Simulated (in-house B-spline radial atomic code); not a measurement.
Se⁺. Computed with a B-spline radial atomic code. Model: non-relativistic spherical atom: semilocal Troullier-Martins pseudo-atom, one channel per l, against all electrons, high spin, G0W0 and RPA with empty states to l = 8, local potential for every l without a channel, a model core (radius 0 = none) keeps its share of the functional.

What the tables leave out is listed at the end.

The pseudopotential gives back the lowest level of each angular momentum of its own functional in the configuration it was made in; a second state of the same l is only approximately right. Exact exchange, RPA and GW see the smooth pseudo-orbitals and miss the exchange with the core, for which the functional's share stands in. The column with an uncorrelated core keeps all orbitals and exact exchange, and so separates missing core correlation from pseudisation. Only the three outermost levels and the lowest empty one were computed. RPA here is direct RPA, with no exchange kernel, and its energies carry an (l + 1/2)⁻⁴ tail. A hybrid on a potential with a model core restores only its own semilocal share of the core's exchange.

Command:
```bash
python run_psgw.py task.json out
```
Settings (lengths in bohr, energies in hartree):
```
Z                      34
electrons              33
configuration          [Ar] 3d10 4s2 4p3
generated_in           [Ar] 3d10 4s2 4p4
functional             pbe,pbe
core_shells            5
radius_factor          1.3
core_correction        True
```

Cost of the run: 34 s on 1 thread of Arm Neoverse N1 (shared host).

Given: made with PBE; model core radius 0.279 bohr; local radius 1.839 bohr; mean-field start PBE.

Valence shells of the generating configuration: 3d, 4s, 4p.

Channel: s 2.011, p 2.361, d 1.747 (radii in bohr).

Computed: largest level miss in the spin-unpolarised generating configuration 0 eV; valence RPA correlation energy all-electron orbitals -0.90003 hartree; valence RPA correlation energy pseudo -1.0637 hartree; all-electron RPA polarisability, core included 12.511 bohr³.

| level | occupied | mean-field all-electron (eV) | mean-field pseudo minus all (eV) | G0W0 all-electron (eV) | G0W0 uncorrelated core minus all (eV) | G0W0 pseudo minus all (eV) | exchange self-energy all-electron (eV) | exchange self-energy pseudo (eV) |
| --- | --- | --- | --- | --- | --- | --- | --- | --- |
| 4p up | 1 | -16.416 | 0.026 | -21.352 | -0.046 | -0.439 | -19.889 | -19.225 |
| 4s down | 1 | -24.431 | -0.098 | -29.263 | -0.045 | -0.652 | -18.44 | -17.149 |
| 4p down (empty) | 0 | -13.614 | -0.067 | -10.076 | -0.032 | -0.352 | -5.6252 | -5.0298 |

Problem. What is the pseudo-atom RPA polarisability?

Solution. 12.209 bohr³.

Given: mean-field start PBE0.

Computed: valence RPA correlation energy all-electron orbitals -0.8599 hartree; valence RPA correlation energy pseudo -1.0324 hartree; pseudo-atom RPA polarisability 10.608 bohr³.

```
          level  occupied  mean-field all-electron (eV)  mean-field pseudo minus all (eV)  G0W0 all-electron (eV)  G0W0 uncorrelated core minus all (eV)  G0W0 pseudo minus all (eV)  exchange self-energy all-electron (eV)  exchange self-energy pseudo (eV)
          4p up         1                       -17.858                            -0.132                 -21.532                                 -0.044                      -0.448                                 -19.865                           -19.538
        4s down         1                       -25.568                            -0.031                 -29.304                                 -0.039                      -0.514                                 -18.224                           -17.038
4p down (empty)         0                       -12.392                            -0.158                 -9.8729                                 -0.027                      -0.238                                 -5.3099                           -4.9103
```

Problem. What is the all-electron RPA polarisability, core included?

Solution. 11.131 bohr³.

Among the listed levels the largest G0W0 shift of the pseudo-atom is -0.65 eV, for 4s down on the PBE start, while leaving the core uncorrelated moves that level by -0.04 eV. So pseudisation and the lost core exchange, not the missing core correlation, make the error. Not in the tables (levels of low weight, unsolved or above zero; the highest and the empty levels are kept at any weight): on PBE the G0W0 levels 4s up (pseudo minus all -0.56 eV, weights 0.10 and 0.18); on PBE0 the G0W0 levels 4s up (pseudo minus all -0.18 eV, weights 0.32 and 0.39); no Hartree-Fock pseudo-atom is run with a model core.
